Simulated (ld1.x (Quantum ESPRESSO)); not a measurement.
# Pseudopotential generation for Cu (Z = 29): ultrasoft, PBEsol, scalar-relativistic.

The input file (ld1.x (Quantum ESPRESSO) 7.5):

```
&input
   title='Cu', zed=29., rel=1, dft='PBESOL', iswitch=3,
   config='[Ar] 3d9 4s0 4p0',
   nld=3, rlderiv=2.65, eminld=-4.0, emaxld=5.0, deld=0.02
 /
 &inputp
   pseudotype=3, tm=.true., lloc=-1, rcloc=1.90,
   nlcc=.false.,
   file_pseudopw='Cu.UPF', file_wfcaegen='ae.wfc', file_wfcncgen='nc.wfc', file_beta='beta', file_chi='chi', file_wfcusgen='us.wfc'
 /
6
4S  1  0   0.00   0.00  2.00  2.35  0.0
4S  1  0   0.00   0.40  2.00  2.35  0.0
4P  2  1   0.00   0.00  1.85  2.45  0.0
4P  2  1   0.00   1.85  1.85  2.45  0.0
3D  3  2   9.00   0.00  0.70  1.00  0.0
3D  3  2   0.00  -1.00  0.70  1.00  0.0
 &test
   configts(1)='3d9 4s0 4p0'
 /
```

Command:

```bash
ld1.x < Cu.in > Cu.out
```

Resulting log (shortened: banner, matrices, multipoles, cross overlaps and the repeated all-electron block are left out):

```
Program LD1 v.7.5
     --------------------------- All-electron run ----------------------------

     Cu
     scalar relativistic calculation

     atomic number is 29.00
     dft =PBESOL   lsd =0 sic =0 latt =0  beta=0.20 tr2=1.0E-14
     Exchange-correlation= PBESOL
                           (   1   4  10   8   0   0   0)
     mesh =1199 r(mesh) = 100.25372 a.u. xmin = -7.00 dx = 0.01250
     1 Ry =  13.60569312 eV, c = 137.03599908

     n l     nl                  e(Ry)          e(Ha)          e(eV)
     1 0     1S 1( 2.00)      -651.8291      -325.9145     -8868.5867
     2 0     2S 1( 2.00)       -79.9018       -39.9509     -1087.1188
     2 1     2P 1( 6.00)       -69.2416       -34.6208      -942.0805
     3 0     3S 1( 2.00)       -10.2856        -5.1428      -139.9430
     3 1     3P 1( 6.00)        -7.1613        -3.5807       -97.4346
     3 2     3D 1( 9.00)        -2.1759        -1.0880       -29.6047
     4 0     4S 1( 0.00)        -1.6277        -0.8139       -22.1463
     4 1     4P 1( 0.00)        -1.1117        -0.5558       -15.1249

     final scf error:  7.0E-15 reached in  32 iterations

     Etot =   -3304.820424 Ry,   -1652.410212 Ha,  -44964.372515 eV

     Ekin =    3353.747721 Ry,    1676.873860 Ha,   45630.062298 eV
     Encl =   -7911.047324 Ry,   -3955.523662 Ha, -107635.282168 eV
     Eh   =    1383.468551 Ry,     691.734275 Ha,   18823.048546 eV
     Exc  =    -130.989371 Ry,     -65.494686 Ha,   -1782.201191 eV

     normalization and overlap integrals

     s(1S/1S) =  1.000000  <r> =   0.0522  <r2> =    0.0037  r(max) =   0.0341
     s(2S/2S) =  1.000000  <r> =   0.2354  <r2> =    0.0654  r(max) =   0.1960
     s(2P/2P) =  1.000000  <r> =   0.2065  <r2> =    0.0523  r(max) =   0.1585
     s(3S/3S) =  1.000000  <r> =   0.7106  <r2> =    0.5837  r(max) =   0.6112
     s(3P/3P) =  1.000000  <r> =   0.7455  <r2> =    0.6566  r(max) =   0.6189
     s(3D/3D) =  1.000000  <r> =   0.9212  <r2> =    1.1126  r(max) =   0.5961
     s(4S/4S) =  1.000000  <r> =   2.2758  <r2> =    5.8967  r(max) =   1.9546
     s(4P/4P) =  1.000000  <r> =   2.7664  <r2> =    8.7547  r(max) =   2.3577

     ------------------------ End of All-electron run ------------------------

     --------------------- Generating US pseudopotential ---------------------

      Generating local potential from pseudized AE potential:
      Matching radius rcloc =   1.9000

      Local pseudo, rcloc= 1.883 Estimated cut-off energy=     6.50 Ry

      Wfc   4S  rcut= 1.979  Using Troullier-Martins method
      Wfc-us  4S rcutus= 2.358  Estimated cut-off energy=     8.53 Ry

      Wfc   4S  rcut= 1.979  Using Troullier-Martins method
      Wfc-us  4S rcutus= 2.358  Estimated cut-off energy=    14.68 Ry

      Wfc   4P  rcut= 1.836  Using Troullier-Martins method
      Wfc-us  4P rcutus= 2.479  Estimated cut-off energy=    12.31 Ry

      Wfc   4P  rcut= 1.836  Using Troullier-Martins method
      Wfc-us  4P rcutus= 2.479  Estimated cut-off energy=    22.81 Ry

      Wfc   3D  rcut= 0.693  Using Troullier-Martins method
      Wfc-us  3D rcutus= 1.008  Estimated cut-off energy=   112.76 Ry

      Wfc   3D  rcut= 0.693  Using Troullier-Martins method
      Wfc-us  3D rcutus= 1.008  Estimated cut-off energy=   119.08 Ry

     ------------------- End of pseudopotential generation -------------------

     Computing logarithmic derivative in   2.65508
     Computing logarithmic derivative in   2.65508
     Computing the partial wave expansion
     R is outside the sphere for l=    0 j= 0.00
     R is outside the sphere for l=    0 j= 0.00
     R is outside the sphere for l=    1 j= 0.00
     R is outside the sphere for l=    1 j= 0.00
     R is outside the sphere for l=    2 j= 0.00
     R is outside the sphere for l=    2 j= 0.00

     ---------------------- Testing the pseudopotential ----------------------

     Cu
     scalar relativistic calculation

     atomic number is 29.00   valence charge is 11.00
     dft =PBESOL   lsd =0 sic =0 latt =0  beta=0.20 tr2=1.0E-14
     mesh =1199 r(mesh) = 100.25372 xmin = -7.00 dx = 0.01250

     n l     nl             e AE (Ry)        e PS (Ry)    De AE-PS (Ry)
     3 2     3D   1( 9.00)       -2.17590       -2.17590        0.00000
     1 0     4S   1( 0.00)       -1.62772       -1.62772        0.00000
     2 1     4P   1( 0.00)       -1.11166       -1.11166        0.00000

     eps = 1.9E-17  iter =  4

     Etot =   -3304.820424 Ry,   -1652.410212 Ha,  -44964.372515 eV
     Etotps =   -97.206737 Ry,     -48.603369 Ha,   -1322.565039 eV

     Ekin =      85.719355 Ry,      42.859677 Ha,    1166.271233 eV
     Encl =    -205.459096 Ry,    -102.729548 Ha,   -2795.413414 eV
     Ehrt =      82.020589 Ry,      41.010295 Ha,    1115.946965 eV
     Ecxc =     -14.338302 Ry,      -7.169151 Ha,    -195.082536 eV
     Epseu=     -45.149283 Ry,     -22.574641 Ha,    -614.287287 eV

     ---------------------- End of pseudopotential test ----------------------
```

Generation and configuration tests took about 1.1 s on one core of a shared server CPU.
